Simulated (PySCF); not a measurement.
## `C[C@@H](F)c1c(F)[c+]1CF`, [C6H6F3]+, charge +1

Geometry:
```tsv
atom	x (Å)	y (Å)	z (Å)
C1	-2.341	0.325	-0.252
C2	-1.236	-0.742	-0.269
F3	-0.901	-1.068	-1.552
C4	-0.039	-0.275	0.419
C5	0.648	0.217	1.510
F6	0.638	0.557	2.729
C7	1.329	0.066	0.315
C8	2.546	0.178	-0.460
F9	3.566	0.651	0.288
H10	-2.632	0.560	0.767
H11	-3.202	-0.073	-0.785
H12	-2.008	1.226	-0.761
H13	-1.601	-1.665	0.215
H14	2.396	0.858	-1.319
H15	2.835	-0.808	-0.867
```

Total charge +1.

Method: GIAO KT1/6-31G* magnetisability, rotational g tensor and spin-rotation constants, non-relativistic, gas phase (PySCF). Geometry: GFN2-xTB.

For an ion the centre-of-mass motion in the field is neglected.

Q: How diamagnetic is it, and how anisotropic?

A: Isotropic -1032 × 10⁻³⁰ J/T², or -62.2 × 10⁻⁶ cm³/mol; principal values -1153, -1008, -936 × 10⁻³⁰ J/T², anisotropy 191 × 10⁻³⁰ J/T² (root of half the summed squared differences of the principal values). The susceptibility is in cgs units.

Q: Split it along the inertial axes a, b, c into diamagnetic and paramagnetic parts about the centre of mass, with the quadrupole moment.

A: 
```csv
axis,χ (10⁻⁶ cm³/mol),diamagnetic (10⁻⁶ cm³/mol),paramagnetic (10⁻⁶ cm³/mol),summed x² of all electrons (Å²),quadrupole Θ (D Å)
a,-60.7,-580.4,519.7,265.6,+6.06
b,-57.1,-1227.1,1170.1,113.2,+0.10
c,-68.7,-1607.2,1538.5,23.6,-6.17
```
Anisotropies 2χaa − χbb − χcc = +4.4 and 2χbb − χaa − χcc = +15.3 × 10⁻⁶ cm³/mol. Θ is traceless in Buckingham's convention.

Q: And the rotational g tensor?

A: 
| axis | rotational constant (GHz) | g | nuclear part | electronic part |
| --- | --- | --- | --- | --- |
| a | 2.1994 | -0.0131 | 0.5239 | -0.5370 |
| b | 0.9824 | -0.0059 | 0.5341 | -0.5400 |
| c | 0.7211 | +0.0008 | 0.5221 | -0.5212 |

Asymmetric top; isotopes 12C, 19F, 1H; no vibrational averaging.
